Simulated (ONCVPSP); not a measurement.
**An all-electron radial function and its pseudo partner (ruthenium)**

Columns: radius, all-electron u(r) and pseudo u(r) of the 4p shell (level -48.11 eV) of ruthenium in the configuration [Ar] 3d10 4s2 4p6 4d7 5s0.75; PBEsol, scalar-relativistic, ONCV scheme, ONCVPSP 4.0.1.

```json
{"r (bohr)": "0.100", "all-electron": "0.3091", "pseudo": "0.0243"}
{"r (bohr)": "0.200", "all-electron": "-0.3128", "pseudo": "0.0958"}
{"r (bohr)": "0.300", "all-electron": "-0.5703", "pseudo": "0.2094"}
{"r (bohr)": "0.400", "all-electron": "-0.3562", "pseudo": "0.3559"}
{"r (bohr)": "0.500", "all-electron": "0.0500", "pseudo": "0.5212"}
{"r (bohr)": "0.600", "all-electron": "0.4499", "pseudo": "0.6876"}
{"r (bohr)": "0.700", "all-electron": "0.7570", "pseudo": "0.8361"}
{"r (bohr)": "0.800", "all-electron": "0.9535", "pseudo": "0.9504"}
{"r (bohr)": "0.900", "all-electron": "1.0504", "pseudo": "1.0196"}
{"r (bohr)": "1.000", "all-electron": "1.0710", "pseudo": "1.0412"}
{"r (bohr)": "1.100", "all-electron": "1.0385", "pseudo": "1.0193"}
{"r (bohr)": "1.200", "all-electron": "0.9729", "pseudo": "0.9636"}
{"r (bohr)": "1.300", "all-electron": "0.8894", "pseudo": "0.8860"}
{"r (bohr)": "1.400", "all-electron": "0.7983", "pseudo": "0.7975"}
{"r (bohr)": "1.500", "all-electron": "0.7068", "pseudo": "0.7067"}
{"r (bohr)": "1.600", "all-electron": "0.6193", "pseudo": "0.6192"}
{"r (bohr)": "1.700", "all-electron": "0.5381", "pseudo": "0.5380"}
{"r (bohr)": "1.800", "all-electron": "0.4645", "pseudo": "0.4645"}
{"r (bohr)": "1.900", "all-electron": "0.3989", "pseudo": "0.3989"}
{"r (bohr)": "2.000", "all-electron": "0.3412", "pseudo": "0.3411"}
{"r (bohr)": "2.100", "all-electron": "0.2907", "pseudo": "0.2907"}
{"r (bohr)": "2.200", "all-electron": "0.2470", "pseudo": "0.2470"}
{"r (bohr)": "2.300", "all-electron": "0.2094", "pseudo": "0.2094"}
{"r (bohr)": "2.400", "all-electron": "0.1772", "pseudo": "0.1771"}
{"r (bohr)": "2.500", "all-electron": "0.1496", "pseudo": "0.1496"}
{"r (bohr)": "2.600", "all-electron": "0.1262", "pseudo": "0.1261"}
```

Q: How many radial nodes do the two functions have?

A: The all-electron 4p function has n − l − 1 = 2; the pseudo-wave has 0, since the states of the same l below it are removed with the core.

Q: At about which radius was the pseudo-wave matched?

A: 1.60 bohr, where the columns begin to agree (steps of 0.10 bohr).

Q: Is the pseudo-wave norm-conserving?

A: Yes: the ONCV scheme keeps the norm inside the radius equal to the all-electron one, which fixes the energy derivative of the logarithmic derivative at the level.
